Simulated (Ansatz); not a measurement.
`[SiH3]C#CC=S` + `[CH3][InH][CH3]` → `[CH3][InH][CH2][SiH3]` + `C#CC=S`  (formal exchange of groups at the Si–C bond)

Isolated molecules relaxed with PBE0-D4/def2-TZVP in Ansatz; ΔE leaves out vibrations. CCSD(T)/CBS adds triple-zeta CCSD(T) − MP2 to the extrapolated MP2 energy (def2 sets, frozen cores). Functionals use def2-TZVPP. Elements past krypton have def2 core potentials. For In outer-core shells are correlated without core-valence functions, which leaves a few kJ/mol of doubt a bond. One conformer a species, not always the lowest.

```csv
level,ΔE (kcal/mol)
PBE0-D4,6.8
B2PLYP,8.2
```

Q: What does CCSD(T)/CBS give? (Best estimate.)

A: The calculation gave: +6.0 kcal/mol. The listed levels differ from it by 0.8, 2.2 kcal/mol.

Largest T1 diagnostic among the species: 0.016.

The D4 term adds −1.1 kcal/mol with B3LYP and −0.6 kcal/mol with PBE0; it sums over pairs of atoms, weighted by their polarisabilities, and B3LYP, whose exchange is more repulsive, gets the larger term. In def2-TZVPP, CCSD(T) changes the Hartree–Fock value by −1.9 kcal/mol (the triples alone add −0.0 kcal/mol) and MP2 by −1.5 kcal/mol.

B3LYP here is the variant with VWN-RPA as its local correlation; programs differ in this.
